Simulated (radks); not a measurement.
Dispersion coefficients C6 (hartree bohr^6) between ground-configuration atoms and ions, from the Casimir-Polder integral (3/pi) of alpha_A(iw) alpha_B(iw). Calculated with a radial shooting solver on a logarithmic mesh with Libxc functionals: scalar-relativistic Kohn-Sham, LDA (Slater exchange, Perdew-Wang correlation), spin-unpolarised, spherical densities, finite nucleus; Fermi nuclear charge, rms radius of each element as measured or else 0.836 A^(1/3) + 0.57 fm. Response by self-consistent Sternheimer equations with the Hartree and adiabatic LDA kernel, the relativistic mass of each level held fixed and spin-orbit coupling left out. For heavy and open-shell atoms this level of theory can miss by tens of per cent.

C6,Ca,Sc+,Ti2+,V3+,Cr4+,Mn5+,Fe6+,Co7+,Ni8+
Ca,1953,,,,,,,,
Sc+,803.1,340.5,,,,,,,
Ti2+,126.7,60.41,16.26,,,,,,
V3+,61.90,30.93,9.639,6.008,,,,,
Cr4+,38.36,19.60,6.558,4.201,2.988,,,,
Mn5+,26.50,13.71,4.784,3.119,2.245,1.701,,,
Fe6+,19.46,10.16,3.642,2.404,1.746,1.332,1.049,,
Co7+,14.86,7.806,2.857,1.904,1.392,1.068,0.8448,0.6830,
Ni8+,11.67,6.163,2.291,1.538,1.131,0.8719,0.6924,0.5616,0.4632

Static polarisabilities (bohr^3): Ca ([Ar] 4s2) 146.5, Sc+ ([Ar] 3d1 4s1) 52.26, Ti2+ ([Ar] 3d2) 5.456, V3+ ([Ar] 3d2) 2.342, Cr4+ ([Ar] 3d2) 1.384, Mn5+ ([Ar] 3d2) 0.9333, Fe6+ ([Ar] 3d2) 0.6752, Co7+ ([Ar] 3d2) 0.5103, Ni8+ ([Ar] 3d2) 0.3977. The combination rule 2 Ca Cb / ((alpha_b/alpha_a) Ca + (alpha_a/alpha_b) Cb) gives 1.331 for Mn5+-Fe6+, against 1.332 from the integral.
